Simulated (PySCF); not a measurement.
GeH2(OiPr)2, C₆H₁₆GeO₂.
Bonds: Ge1–O4, Ge1–O15, O4–C5, C5–C6, C5–C7, O15–C16, C16–C17, C16–C18. Hydrogens: H2, H3 on Ge1; H8 on C5; H9, H10, H11 on C6; H12, H13, H14 on C7; H19 on C16; H20, H21, H22 on C17; H23, H24, H25 on C18.

Method: PBE0-D3(BJ)/def2-SVP geometry optimisation, gas phase in PySCF; density fitting, grid level 1; the optimiser is geomeTRIC in internal coordinates, started from a GFN2-xTB structure with every atom displaced at random (about 0.03 Å).

Step 4: E = -67062.7658 eV
```
atom  x, y, z in Å  |  force x, y, z in eV/Å
Ge1     0.5748    0.0157    0.3331    0.022  -0.029   0.014
H2      0.4813   -0.0510    1.8729   -0.024   0.012   0.007
H3      2.0318    0.0832   -0.1701    0.015  -0.003  -0.026
O4     -0.3935    1.3817   -0.2294    0.051   0.101  -0.030
C5     -0.5482    2.5549    0.5453   -0.130  -0.075   0.024
C6     -1.6925    3.3430   -0.0621    0.003   0.020  -0.069
C7      0.7423    3.3513    0.5995    0.158   0.019  -0.010
H8     -0.8329    2.2786    1.5831    0.018  -0.002  -0.003
H9     -1.4388    3.6467   -1.0902    0.008  -0.016   0.014
H10    -1.9122    4.2484    0.5237    0.005  -0.017   0.019
H11    -2.5968    2.7199   -0.1089   -0.002   0.005   0.021
H12     1.5554    2.7724    1.0698   -0.040  -0.001   0.019
H13     1.0727    3.6121   -0.4186   -0.043   0.023   0.001
H14     0.6198    4.2779    1.1805   -0.011   0.008  -0.013
O15    -0.2300   -1.3498   -0.4495   -0.018  -0.125   0.091
C16     0.4245   -2.5841   -0.6787   -0.018   0.134  -0.072
C17    -0.5028   -3.4188   -1.5386   -0.004   0.011   0.003
C18     0.7851   -3.2783    0.6239   -0.064  -0.030   0.087
H19     1.3600   -2.4004   -1.2484    0.010  -0.019   0.004
H20    -1.4440   -3.6092   -0.9993    0.018  -0.013  -0.002
H21    -0.0399   -4.3816   -1.8007   -0.012  -0.016  -0.010
H22    -0.7465   -2.8765   -2.4626    0.002  -0.007  -0.019
H23     1.4787   -2.6727    1.2298    0.042  -0.008  -0.022
H24    -0.1210   -3.4470    1.2281   -0.002  -0.001  -0.030
H25     1.2629   -4.2527    0.4380    0.017   0.027   0.002
```

Step 5: E = -67062.7739 eV
```
atom  x, y, z in Å  |  force x, y, z in eV/Å
Ge1     0.5575    0.0137    0.3368   -0.055   0.050  -0.047
H2      0.4550    0.0047    1.8775   -0.023  -0.009  -0.003
H3      2.0155    0.0373   -0.1659    0.015  -0.008  -0.027
O4     -0.3793    1.3914   -0.2657    0.107   0.047   0.100
C5     -0.5463    2.5509    0.5311   -0.038  -0.035  -0.067
C6     -1.6833    3.3489   -0.0764    0.000  -0.020   0.018
C7      0.7454    3.3500    0.6108    0.025  -0.020   0.003
H8     -0.8383    2.2549    1.5609    0.001   0.002   0.003
H9     -1.4185    3.6637   -1.0966    0.008   0.004  -0.032
H10    -1.9037    4.2456    0.5217   -0.008   0.004   0.010
H11    -2.5885    2.7282   -0.1363   -0.005   0.011   0.007
H12     1.5520    2.7634    1.0814   -0.012   0.000   0.004
H13     1.0797    3.6290   -0.4008   -0.013   0.013   0.001
H14     0.6140    4.2669    1.2056   -0.006   0.003  -0.013
O15    -0.2678   -1.3636   -0.4065    0.046  -0.109   0.090
C16     0.4120   -2.5786   -0.6692   -0.076   0.094  -0.075
C17    -0.5096   -3.4199   -1.5306    0.004  -0.017   0.026
C18     0.8041   -3.2834    0.6191   -0.018  -0.020   0.020
H19     1.3340   -2.3650   -1.2497    0.020  -0.011   0.010
H20    -1.4364   -3.6433   -0.9792    0.011  -0.003  -0.008
H21    -0.0322   -4.3683   -1.8195    0.004   0.001   0.008
H22    -0.7808   -2.8693   -2.4414   -0.005   0.016  -0.022
H23     1.4961   -2.6713    1.2206    0.016  -0.005  -0.007
H24    -0.0916   -3.4782    1.2292   -0.009  -0.001   0.003
H25     1.3009   -4.2441    0.4140    0.009   0.013  -0.001
```

Step 6: E = -67062.7807 eV
```
atom  x, y, z in Å  |  force x, y, z in eV/Å
Ge1     0.5564    0.0088    0.3663   -0.083   0.084  -0.086
H2      0.4485    0.0493    1.9059   -0.015  -0.017  -0.009
H3      2.0123   -0.0142   -0.1440    0.003  -0.008  -0.013
O4     -0.3449    1.3962   -0.2742    0.110  -0.008   0.147
C5     -0.5405    2.5525    0.5212    0.039   0.007  -0.103
C6     -1.6750    3.3388   -0.1059   -0.005  -0.042   0.075
C7      0.7427    3.3678    0.6191   -0.087  -0.032   0.012
H8     -0.8430    2.2532    1.5465   -0.010   0.002   0.005
H9     -1.3976    3.6494   -1.1234    0.004   0.015  -0.046
H10    -1.9088    4.2351    0.4874   -0.010   0.016  -0.004
H11    -2.5754    2.7119   -0.1721   -0.006   0.008  -0.009
H12     1.5457    2.7904    1.1053    0.017  -0.001  -0.010
H13     1.0835    3.6512   -0.3887    0.018  -0.003   0.000
H14     0.5887    4.2845    1.2089    0.003  -0.001  -0.005
O15    -0.2935   -1.3782   -0.3335    0.068  -0.048   0.087
C16     0.3974   -2.5723   -0.6530   -0.071   0.021  -0.056
C17    -0.5286   -3.4001   -1.5231    0.007  -0.034   0.013
C18     0.8252   -3.3121    0.6055    0.027   0.007  -0.045
H19     1.3044   -2.3285   -1.2452    0.020   0.000   0.015
H20    -1.4387   -3.6591   -0.9604   -0.005   0.005  -0.007
H21    -0.0434   -4.3312   -1.8536    0.012   0.012   0.016
H22    -0.8277   -2.8262   -2.4108   -0.008   0.022  -0.009
H23     1.5258   -2.7092    1.2066   -0.014   0.001   0.011
H24    -0.0557   -3.5368    1.2256   -0.009  -0.001   0.025
H25     1.3322   -4.2577    0.3604   -0.004  -0.005  -0.006
```

Problem. Estimate the geometry and energy of step 7. (The exact step hangs on the optimiser's Hessian estimate; all steps are aligned on step 6, rigid shifts and turns removed.)

Solution. E = -67062.7888 eV, largest force 0.166 eV/Å
```
atom  x, y, z in Å  |  force x, y, z in eV/Å
Ge1     0.5773    0.0010    0.4404   -0.076   0.069  -0.099
H2      0.4645    0.1123    1.9752   -0.005  -0.020  -0.012
H3      2.0261   -0.0934   -0.0832   -0.013   0.002   0.009
O4     -0.2688    1.3940   -0.2603    0.079  -0.051   0.116
C5     -0.5270    2.5549    0.5076    0.084   0.044  -0.092
C6     -1.6628    3.2964   -0.1697   -0.012  -0.034   0.100
C7      0.7296    3.4097    0.6291   -0.163  -0.025   0.011
H8     -0.8520    2.2649    1.5285   -0.015   0.002   0.006
H9     -1.3643    3.5875   -1.1873   -0.004   0.018  -0.036
H10    -1.9342    4.2003    0.3957   -0.006   0.022  -0.018
H11    -2.5471    2.6477   -0.2421   -0.001  -0.001  -0.020
H12     1.5303    2.8647    1.1535    0.039  -0.001  -0.019
H13     1.0895    3.6852   -0.3740    0.044  -0.019   0.000
H14     0.5282    4.3339    1.1927    0.011  -0.006   0.007
O15    -0.3100   -1.3997   -0.1854    0.068   0.031   0.087
C16     0.3751   -2.5587   -0.6189   -0.032  -0.068  -0.034
C17    -0.5750   -3.3390   -1.5071    0.007  -0.028  -0.010
C18     0.8605   -3.3763    0.5698    0.062   0.034  -0.091
H19     1.2571   -2.2679   -1.2278    0.006   0.009   0.013
H20    -1.4583   -3.6521   -0.9298   -0.018   0.013   0.000
H21    -0.0911   -4.2381   -1.9188    0.014   0.015   0.018
H22    -0.9161   -2.7115   -2.3426   -0.006   0.013   0.009
H23     1.5842   -2.8056    1.1752   -0.042   0.006   0.026
H24     0.0078   -3.6497    1.2089   -0.003  -0.004   0.037
H25     1.3666   -4.2967    0.2411   -0.020  -0.024  -0.008
```

The energy changes by -0.0082 eV. The first-order estimate −F·Δx gives -0.0121 eV and the mean of the old and new forces, exact on a quadratic surface, -0.0092 eV. The step makes an angle of 86° with the force vector and moves no atom by more than 0.160 Å.

What follows is the cost of the whole optimisation. Hardware: 2 threads, Intel Xeon Platinum 8259CL at 2.50 GHz (x86_64), shared host with 96 logical CPUs at a one-minute load of 58. Cost: 12 min wall, 28 min CPU, 1.2 GiB resident at most.
